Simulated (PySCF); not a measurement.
## Energy of Se(2+) (selenium, charge +2) between two integer charges

The 4p alpha orbital of [Ar] 3d10 4s2 4p2 is emptied in steps (occupation f), with all orbitals relaxed, ending at [Ar] 3d10 4s2 4p1. All numbers are calculated (PySCF 2.14, the spin-free X2C one-electron Hamiltonian (Gaussian nucleus), in x2c-TZVPall). The exact energy is a straight line in f; departures are measured from the line between the end points of the same method.

```json
{"f": "1", "UHF (eV)": "0.000", "LDA (eV)": "0.000", "PBE (eV)": "0.000", "PBE0 (eV)": "0.000", "r2SCAN (eV)": "0.000", "LC-wPBE (eV)": "0.000", "BHandHLYP (eV)": "0.000", "wB97X (eV)": "0.000", "TPSS (eV)": "0.000", "HSE06 (eV)": "0.000"}
{"f": "0.8", "UHF (eV)": "0.072", "LDA (eV)": "-0.871", "PBE (eV)": "-0.845", "PBE0 (eV)": "-0.616", "r2SCAN (eV)": "-0.799", "LC-wPBE (eV)": "-0.156", "BHandHLYP (eV)": "-0.406", "wB97X (eV)": "-0.211", "TPSS (eV)": "-0.822", "HSE06 (eV)": "-0.686"}
{"f": "0.6", "UHF (eV)": "0.107", "LDA (eV)": "-1.308", "PBE (eV)": "-1.265", "PBE0 (eV)": "-0.920", "r2SCAN (eV)": "-1.186", "LC-wPBE (eV)": "-0.230", "BHandHLYP (eV)": "-0.608", "wB97X (eV)": "-0.316", "TPSS (eV)": "-1.229", "HSE06 (eV)": "-1.027"}
{"f": "0.4", "UHF (eV)": "0.106", "LDA (eV)": "-1.308", "PBE (eV)": "-1.262", "PBE0 (eV)": "-0.915", "r2SCAN (eV)": "-1.169", "LC-wPBE (eV)": "-0.225", "BHandHLYP (eV)": "-0.607", "wB97X (eV)": "-0.317", "TPSS (eV)": "-1.222", "HSE06 (eV)": "-1.025"}
{"f": "0.2", "UHF (eV)": "0.070", "LDA (eV)": "-0.871", "PBE (eV)": "-0.838", "PBE0 (eV)": "-0.606", "r2SCAN (eV)": "-0.766", "LC-wPBE (eV)": "-0.146", "BHandHLYP (eV)": "-0.403", "wB97X (eV)": "-0.213", "TPSS (eV)": "-0.809", "HSE06 (eV)": "-0.681"}
{"f": "0", "UHF (eV)": "0.000", "LDA (eV)": "0.000", "PBE (eV)": "0.000", "PBE0 (eV)": "0.000", "r2SCAN (eV)": "0.000", "LC-wPBE (eV)": "0.000", "BHandHLYP (eV)": "0.000", "wB97X (eV)": "0.000", "TPSS (eV)": "0.000", "HSE06 (eV)": "0.000"}
```

Task: For PBE0, how does the orbital energy at f = 1 compare with the removal energy?

Result: −ε = 27.771 eV against a total-energy difference of 31.629 eV. By Janak's theorem ε = ∂E/∂f, so the gap between them reflects the curvature. Along the path −ε is 29.331 (f = 0.8), 30.884 (f = 0.6), 32.419 (f = 0.4), 33.924 (f = 0.2) eV.

```csv
method,E(f=0) − E(f=1) (eV),−ε at f=1 (eV),−ε at f=0.4 (eV)
UHF,30.992,31.449,30.898
LDA,31.755,26.319,32.849
PBE,31.569,26.286,32.642
PBE0,31.629,27.771,32.419
r2SCAN,31.826,26.800,32.895
LC-wPBE,31.733,30.743,31.948
BHandHLYP,31.519,28.978,32.033
wB97X,31.403,30.086,31.660
TPSS,31.621,26.474,32.679
HSE06,31.615,27.325,32.481
```

Reference removal energy between the ground levels: 31.697 ± 0.019 eV (measured; NIST Atomic Spectra Database, ionization energies). The calculation has no spin-orbit coupling. UHF lacks correlation.
